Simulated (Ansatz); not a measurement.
This singlet lies 2.94 eV below the relaxed triplet at the level frozen-core CCSD(T)/cc-pVTZ // B3LYP-D3(BJ)/def2-TZVP (Ansatz, a program for electronic structure).

Species: H₂GeO₂, SMILES `[OH][Ge][OH]` (lower singlet; H–O–Ge–O torsion 0°, O–Ge–O–H torsion 0°) (charge 0, multiplicity 1).

### Question
Give a relaxed geometry from B3LYP-D3(BJ)/def2-TZVP (Ansatz).

### Answer
Several could match; the one computed here: the end point of this relaxation, one of several conformers (outside a Z-matrix the atoms follow the SMILES, hydrogens last).
Cartesian coordinates (Å) in one orientation:
```xyz
5

O     -1.406     0.161    -0.020
Ge    -0.004     1.121    -0.624
O      1.405     0.109    -0.130
H     -1.242    -0.672     0.436
H      1.246    -0.719     0.339
```
